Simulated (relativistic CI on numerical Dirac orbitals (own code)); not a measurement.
**One change at a time: Al11+**

Base calculation: Dirac-Coulomb-Breit CI, separate exchange-only KLI orbitals for each configuration, a model potential for QED, unscaled Slater integrals.

CI space: 1s2, 1s.2s, 1s.2p, 1s.3s, 1s.3p, 1s.3d, 1s.4s, 1s.4p, 1s.4d, 1s.4f, 1s.5s, 1s.5p, 1s.5d, 1s.5f, 1s.5g, 1s.6s, 1s.6p, 1s.6d. Levels of other configurations are missing.

Variants: (1) Breit term removed; (2) one mean potential for all configurations. Shifts of the energy above 1s2 1S_0, in eV, for the lowest level and the first level of each name with at least 55 % of one term (blank where a level changes its place among those of its configuration and J or its character, or is not in the variant):

```csv
Level,Base,Δ(1),Δ(2)
1s2 1S_0,0.00,0.00,0.00
1s.2s 3S_1,1573.76,+0.74,-0.10
1s.2p 3P°_0,1586.81,+0.49,-0.14
1s.2p 3P°_1,1586.96,+0.65,-0.14
1s.2p 3P°_2,1587.59,+0.73,-0.14
1s.2s 1S_0,1587.81,+0.61,+0.46
1s.2p 1P°_1,1597.55,+0.76,0.00
1s.3s 3S_1,1861.01,+0.74,+0.04
1s.3p 3P°_0,1864.60,+0.67,+0.02
1s.3p 3P°_1,1864.65,+0.72,+0.02
1s.3s 1S_0,1864.80,+0.70,+0.15
1s.3p 3P°_2,1864.83,+0.74,+0.02
1s.3d 3D_1,1866.77,+0.73,+0.07
1s.3d 3D_2,1866.77,+0.74,+0.07
1s.3d 3D_3,1866.84,+0.75,+0.07
1s.3d 1D_2,1866.95,+0.74,+0.08
1s.3p 1P°_1,1867.65,+0.74,-0.02
1s.4s 3S_1,1959.73,+0.74,+0.07
1s.4p 3P°_0,1961.21,+0.71,+0.05
1s.4p 3P°_1,1961.23,+0.73,+0.05
1s.4s 1S_0,1961.30,+0.72,+0.09
1s.4p 3P°_2,1961.30,+0.74,+0.06
```

At this charge energies of transitions that change n are usually good to better than 1 %, and those within a shell (Δn = 0) to a few per cent.

Ionisation energy from the two ground configurations alone: base 2084.66 eV; Breit term removed 2085.4 eV. The NIST ASD value (theoretical) is 2085.98 eV.

LS names give the leading component of a level, which can be under half, so a name can repeat, a term be missing and a line seem to break the LS rules.
